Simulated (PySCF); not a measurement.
Species: C4H14N2Si.
Geometry (PBE0-D3(BJ)/def2-SVP, Å), atoms numbered from 1 in this order:
```xyz
21
C4H14N2Si angstrom
C     -0.9576   -1.5129    0.8737
C     -0.8348   -0.1644    0.1521
C     -1.9649   -0.0262   -0.8712
C     -0.9394    0.9682    1.1711
N      0.4359   -0.0800   -0.5614
Si     2.0107    0.4051   -0.0296
N      2.9751    0.4433   -1.4639
H     -0.1494   -1.6300    1.6122
H     -1.9218   -1.6088    1.3979
H     -0.8793   -2.3445    0.1550
H     -1.9058   -0.8268   -1.6267
H     -2.9530   -0.0927   -0.3899
H     -1.8898    0.9390   -1.3935
H     -0.1665    0.8851    1.9514
H     -0.8257    1.9473    0.6825
H     -1.9191    0.9387    1.6706
H      0.4886   -0.7619   -1.3149
H      1.8637    1.6968    0.7142
H      2.7553   -0.5302    0.8827
H      2.7815    1.1178   -2.1954
H      3.9670    0.2490   -1.3968
```

Level: PBE0/pcSseg-1 in PySCF, non-relativistic, on one gas-phase PBE0-D3(BJ)/def2-SVP geometry that isn't relaxed in the solvent. The solvent is an IEF-PCM continuum (Bondi radii, 1.10 Å for H, scaled by 1.2). Only the electrostatic response of the medium enters.

```
run  E − E(gas) (kcal/mol)  HOMO (eV)  HOMO–LUMO gap (eV)  dipole (D)
gas                   0.00      -6.55                7.60        0.73
  P                  -4.15      -6.59                7.73        0.87
  Q                  -3.45      -6.57                7.70        0.86
```

Problem. The runs were made in methanol and tetrahydrofuran. Which run belongs to which solvent?

Solution. P = methanol, Q = tetrahydrofuran. The dielectric constants are 7.426 (tetrahydrofuran), 32.61 (methanol), and the energy falls further as ε rises. In this model the ground state sees the solvent through ε alone.

Problem. How constant is the ratio of the lowering to (ε − 1)/(2ε + 1)?

Solution. 
| solvent | (ε − 1)/(2ε + 1) | E − E(gas) (kcal/mol) | ratio (kcal/mol) | polarisation term (kcal/mol) |
| --- | --- | --- | --- | --- |
| tetrahydrofuran | 0.405 | -3.45 | -8.5 | -3.67 |
| methanol | 0.477 | -4.15 | -8.7 | -4.48 |

The ratio changes by +2.4 % in size from tetrahydrofuran to methanol. The polarisation term is half the interaction of the solute with the induced surface charges.
